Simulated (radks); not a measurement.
Ta XIII, configuration [Kr] 4d10 4f(5/2: 6, 7/2: 6) 5s2 5p(1/2: 1, 3/2: 0) (not the ground configuration).

Method: Dirac Kohn-Sham, relativistic LDA (MacDonald-Vosko exchange, VWN5 correlation), spin-unpolarised, spherical densities, finite nucleus; Fermi nuclear charge, rms radius 5.3507 fm; computed with a radial shooting solver on a logarithmic mesh with Libxc functionals.

Energy parts (eV):
| part | energy |
|---|---|
| total | -422825.17 |
| kinetic | 472832.36 |
| electron-nucleus | -1039683.68 |
| Hartree | 151357.68 |
| exchange-correlation | -7331.53 |

Orbitals (lengths in bohr, moments of r in powers of bohr; r(90%) holds 90 % of the orbital's charge):
\begin{tabular}{lrrrrr}
orbital & occ. & eigenvalue (eV) & <r^4> & r(90%) & <1/r> \\ \hline
1s1/2 & 2 & -67028.48 & 6.312e-07 & 0.0341 & 85.00 \\
2s1/2 & 2 & -11718.68 & 0.00009473 & 0.123 & 20.66 \\
2p1/2 & 2 & -11222.91 & 0.00005708 & 0.108 & 20.63 \\
2p3/2 & 4 & -9968.545 & 0.00008196 & 0.118 & 17.45 \\
3s1/2 & 2 & -2865.440 & 0.003508 & 0.301 & 7.586 \\
3p1/2 & 2 & -2642.638 & 0.003095 & 0.293 & 7.507 \\
3p3/2 & 4 & -2372.241 & 0.004047 & 0.313 & 6.685 \\
3d3/2 & 4 & -1992.506 & 0.002752 & 0.285 & 6.583 \\
3d5/2 & 6 & -1933.252 & 0.002988 & 0.291 & 6.387 \\
4s1/2 & 2 & -765.3722 & 0.08129 & 0.658 & 3.204 \\
4p1/2 & 2 & -672.9001 & 0.08830 & 0.673 & 3.100 \\
4p3/2 & 4 & -609.5147 & 0.1148 & 0.718 & 2.814 \\
4d3/2 & 4 & -456.1886 & 0.1427 & 0.761 & 2.612 \\
4d5/2 & 6 & -444.3002 & 0.1545 & 0.777 & 2.544 \\
4f5/2 & 6 & -250.4849 & 0.2910 & 0.911 & 2.164 \\
4f7/2 & 6 & -248.1885 & 0.3026 & 0.920 & 2.140 \\
5s1/2 & 2 & -274.4573 & 1.649 & 1.39 & 1.381 \\
5p1/2 & 1 & -242.5953 & 2.065 & 1.48 & 1.297 \\
5p3/2 & 0 & -228.9753 & 2.540 & 1.55 & 1.213 \\
\end{tabular}

The highest occupied level is 5p1/2 at -242.60 eV. The density falls to 0.001 e/bohr^3 at r = 2.10 bohr. The electron density at the nucleus is 1.294e+06 e/bohr^3.
